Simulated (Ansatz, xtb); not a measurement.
Relative energy of two isomers of BFH2NP

Structure I is `FB1NP1`, a singlet and structure II is `FB=NP`, a singlet. Both are isolated molecules in the gas phase, relaxed with B3LYP-D3(BJ)/def2-SVP; the shapes shown needn't be the lowest conformers.

I (Å):

```yaml
atoms:
  - { symbol: B, position_ang: [0.4560, 1.4508, 0.2865] }
  - { symbol: F, position_ang: [-0.2253, 2.5788, 0.2879] }
  - { symbol: N, position_ang: [0.6251, 0.3097, 0.9889] }
  - { symbol: P, position_ang: [1.7628, 0.2470, -0.4406] }
  - { symbol: H, position_ang: [0.4212, -0.2945, 1.7747] }
  - { symbol: H, position_ang: [0.9088, -0.4383, -1.3850] }
```

II (Å):

```xyz
6

B     1.4438    2.6682   -1.7116
F     2.3784    3.5626   -1.7596
N     0.5296    1.8145   -1.6622
P    -0.5154    0.4836   -1.6482
H    -1.2382    0.7691   -0.4405
H    -1.5738    1.0113   -2.4629
```

Question: Estimate E(II) − E(I) at the level CCSD(T)/def2-TZVPP.

Answer: Too close to call at this level: CCSD(T)/def2-TZVPP gives E(II) − E(I) = −0.075 eV.

Level by level:

| level | geometry | E(II) − E(I) (eV) | departure from the last row (eV) | job, with rough time for the two |
| --- | --- | --- | --- | --- |
| GFN2-xTB | GFN2-xTB | −0.980 | −0.905 | optimisation, 0.93 s |
| HF/STO-3G | GFN2-xTB | −0.399 | −0.323 | single point, 0.79 s |
| r2SCAN-D4/def2-SVP | GFN2-xTB | +0.086 | +0.161 | single point, 6.6 s |
| B3LYP-D3(BJ)/def2-SVP | B3LYP-D3(BJ)/def2-SVP | −0.094 | −0.019 | optimisation, 81 s |
| HF/def2-TZVPP | B3LYP-D3(BJ)/def2-SVP | −0.400 | −0.324 | part of the CCSD(T) run |
| MP2/def2-TZVPP | B3LYP-D3(BJ)/def2-SVP | −0.103 | −0.027 | part of the CCSD(T) run |
| CCSD(T)/def2-TZVPP | B3LYP-D3(BJ)/def2-SVP | −0.075 |  | single point, 3.1 min |

As drawn, II has 1 B=N, 1 P–H in place of 1 B–N, 1 B–P, 1 N–H. Structure I has a 3-membered ring, II no ring.

r2SCAN-D4/def2-SVP puts the two in the other order. The largest departure from CCSD(T)/def2-TZVPP is that of GFN2-xTB, 0.905 eV.

With harmonic frequencies from B3LYP-D3(BJ)/def2-SVP (ideal gas, rigid rotor, one conformer each, 298.15 K, 1 atm): on the last row, ΔE + ΔZPE = −0.132, ΔH = −0.115, ΔG = −0.146 eV.

The correlated steps freeze 8 core orbitals. Mirror images aren't counted in ΔG. Run with Ansatz 0.2.0, xtb 6.7.1; the last row on 1 thread of AMD EPYC (Zen 3) on a shared host.
